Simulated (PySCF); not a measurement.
W(NH)2(F)(Cl) (ClFH2N2W), SMILES [NH]=[W](=[NH])([F])[Cl], multiplicity 1. Geometry: B3LYP-D3(BJ)/def2-SVP. The spin state was assumed, not searched. The structure was generated by enumeration; whether it is a known compound was not checked. The def2 effective core potentials stand for the cores of W; spin–orbit coupling is left out.

Computed equilibrium geometry at B3LYP-D3(BJ)/def2-SVP (PySCF confirms it by a frequency run) as a Z-matrix, and its point group:
point group Cs.
```
W
N 1 1.7493
H 2 1.0172 1 155.54
N 1 1.7493 2 109.51 3 2.55
H 4 1.0172 1 155.54 2 -2.55
F 1 1.8842 2 108.10 3 120.10
Cl 1 2.3093 2 107.13 3 -113.31
```
Charge 0, spin multiplicity 1.
